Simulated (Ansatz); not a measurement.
C$_{3}$H$_{6}$F$_{2}$Si, SMILES `C[SiH2]/C(F)=C\F`. Total charge 0; spin multiplicity 1. The structure was optimised at the PBE0-D4/def2-TZVP level. It is one conformer, not always the lowest.

```xyz
12

C    -1.296   -1.306    0.639
Si   -0.710   -0.014   -0.573
C     1.112    0.337   -0.279
F     1.925   -0.748   -0.369
C     1.711    1.483    0.012
F     1.021    2.618    0.131
H    -2.335   -1.577    0.439
H    -0.687   -2.209    0.558
H    -1.228   -0.936    1.664
H    -1.446    1.265   -0.429
H    -0.846   -0.512   -1.968
H     2.778    1.598    0.174
```

What is the dipole moment at B3LYP/def2-TZVPP? (Estimate.)

The calculation gave: 0.81 D, with components (-0.43, -0.43, 0.54) D in this frame, pointing from negative to positive charge.

And with PBE, r2SCAN, ωB97M-V? (Best estimate.)

Ansatz gave: PBE 0.83 D, r2SCAN 0.84 D, ωB97M-V 0.80 D.

Give the Mulliken charges with B3LYP, r2SCAN, PBE in def2-TZVPP. (Best estimate.)

The calculation gave: 
| atom | B3LYP | r2SCAN | PBE |
| --- | --- | --- | --- |
| C1 | -0.39 | -0.30 | -0.37 |
| Si2 | 0.33 | 0.34 | 0.24 |
| C3 | 0.07 | 0.03 | 0.08 |
| F4 | -0.22 | -0.21 | -0.18 |
| C5 | 0.08 | 0.11 | 0.05 |
| F6 | -0.20 | -0.19 | -0.15 |
| H7 | 0.10 | 0.08 | 0.11 |
| H8 | 0.11 | 0.09 | 0.12 |
| H9 | 0.11 | 0.08 | 0.11 |
| H10 | -0.06 | -0.06 | -0.05 |
| H11 | -0.07 | -0.07 | -0.06 |
| H12 | 0.12 | 0.10 | 0.10 |

B3LYP here is the variant with VWN-RPA as its local correlation; programs differ in this.
